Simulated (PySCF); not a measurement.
Input for PySCF: D3(BJ) and D4 dispersion corrections on GaH3S (SMILES [SH][GaH2]), a point of a torsion scan.

```python
from pyscf import gto
from pyscf.dispersion import dftd3, dftd4

mol = gto.M(
    atom='''
    S     1.50618242   -0.63519444    0.48743330
    Ga   -0.64202125   -0.20873705    0.20168933
    H     1.85244785    0.27891692   -0.41904614
    H    -1.17219430    0.28792486   -1.19126394
    H    -1.71430806   -0.44463113    1.31749819
    ''',
    basis='def2-svp',
    charge=0, spin=0, verbose=0, max_memory=1800)
d3, d4 = {}, {}
for xc in ['hf', 'pbe', 'blyp', 'revpbe', 'tpss', 'r2scan', 'b3lyp', 'pbe0', 'bhlyp', 'camb3lyp', 'b2plyp']:
    d3[xc] = float(dftd3.DFTD3Dispersion(mol, xc=xc, version='d3bj', atm=False).get_dispersion()['energy'])
    print(f'D3(BJ) {xc:10s} {d3[xc]:14.8f} Eh')
for xc in ['hf', 'pbe', 'blyp', 'revpbe', 'tpss', 'r2scan', 'b3lyp', 'pbe0', 'bhlyp', 'camb3lyp', 'b2plyp']:
    d4[xc] = float(dftd4.DFTD4Dispersion(mol, xc={'camb3lyp': 'cam-b3lyp'}.get(xc, xc), atm=True).get_dispersion()['energy'])
    print(f'D4     {xc:10s} {d4[xc]:14.8f} Eh')
```

Program output:

```
D3(BJ) hf            -0.02564316 Eh
D3(BJ) pbe           -0.00270499 Eh
D3(BJ) blyp          -0.00628840 Eh
D3(BJ) revpbe        -0.00638338 Eh
D3(BJ) tpss          -0.00354273 Eh
D3(BJ) r2scan        -0.00072088 Eh
D3(BJ) b3lyp         -0.00527842 Eh
D3(BJ) pbe0          -0.00247892 Eh
D3(BJ) bhlyp         -0.00472905 Eh
D3(BJ) camb3lyp      -0.00249472 Eh
D3(BJ) b2plyp        -0.00275822 Eh
D4     hf            -0.01028129 Eh
D4     pbe           -0.00305650 Eh
D4     blyp          -0.00660994 Eh
D4     revpbe        -0.00800194 Eh
D4     tpss          -0.00408004 Eh
D4     r2scan        -0.00065118 Eh
D4     b3lyp         -0.00503276 Eh
D4     pbe0          -0.00257122 Eh
D4     bhlyp         -0.00450832 Eh
D4     camb3lyp      -0.00265741 Eh
D4     b2plyp        -0.00208522 Eh
```

The run finished.

Cost: around 0.020 core-seconds (rough).
